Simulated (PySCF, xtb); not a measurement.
Te(OH)(SMe) (CH₄OSTe), SMILES CS[Te]O.

xtb with GFN2-xTB at its own geometry gives an orbital gap of 3.85 eV and a dipole moment of 3.72 D.

Geometry: PBE0-D3(BJ)/def2-SVP. The def2 effective core potentials stand for the cores of Te; spin–orbit coupling is left out. One conformer was computed; it need not be the lowest.

What does HF/def2-TZVP (PySCF) give? (Estimate from the structure and the level; the computed values follow.)

gap 10.47 eV (levels -8.82 and 1.65 eV), dipole 3.22 D.
